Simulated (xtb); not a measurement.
PbBr2, SMILES [Br][Pb][Br] (connectivity only; charge and spin as stated), neutral, multiplicity 1. All values are semi-empirical tight-binding results from xtb (GFN2-xTB unless named), good for trends rather than for accurate numbers. Coordinates come from a GFN2-xTB optimisation. The isomer is the one that the SMILES or the coordinates give; other isomers of the formula were not compared.

For metal compounds this method's bond lengths and energies can be far off.

point group as xtb finds it: C2v
orbital gap: 2.64 eV
zero-point energy: 0.6 kcal/mol
G − E(el) at 298.15 K (modified RRHO): -19.9 kcal/mol
